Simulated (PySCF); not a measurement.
Level of theory: TPSSh-D3(BJ)/def2-TZVP // PBE-D3(BJ)/def2-SVP (PySCF). Isolated molecules, 0 K electronic values unless said otherwise. 

Reference species: [Zn(F)(Cl)] (neutral, multiplicity 1).

```yaml
dipole_moment: 0.56 D
```

Changed species: [Zn(F)(CH3)] (Y = CH3; the reference has Y = Cl).

**Question.** Predict the effect on the dipole moment.

**Answer.** the dipole moment goes up by 2.17 D, to 2.73 D.
